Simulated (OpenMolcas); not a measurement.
Re4+ among 6 point charges of -1.7 e arranged as a tetragonal octahedron (D4h). The axial distance is 0.86 times the equatorial one, R.

```json
{
  "Program": "OpenMolcas",
  "Method": "CASSCF",
  "Basis": "ANO-RCC-VDZP [7s6p4d2f1g]",
  "Scalar Hamiltonian": "DKH2, point nucleus",
  "Active space": "3 electrons in 5 orbitals (5d)",
  "State averaging": "2S+1 = 4 even, 10 roots; 2S+1 = 2 even, 40 roots",
  "Spin-orbit coupling": "RASSI with atomic mean-field integrals over the reference wave functions"
}
```

All point charges move together. At R = 1.93 Å the first state of the same spin is 13212 cm-1, and at R = 2.09 Å it is 9186 cm-1.

A third run gives 5833 cm-1. What distance was it run at?

With a power law R^-n the two known points give n = -ln(9186 / 13212) / ln(2.09 / 1.93) = 4.56. Then R = 1.93 × (13212 / 5833)^(1/4.56) = 2.309 Å. The run was at 2.31 Å, so the estimate is off by -0.001 Å.

Without dynamic correlation the repulsion within the d shell is too large (B by tens of per cent), so at a given field states of lower spin stand too high. Spin-orbit coupling mixes the spin-free states strongly: the lowest level takes only 63 % from its leading state, 4B1 (figures for R = 2.09; the like holds for R = 2.31). Point charges carry no covalency, so the field is a model and not that of real ligands. A group larger than the point group allows holds several states that coincide in this model. No measured value stands beside these numbers.
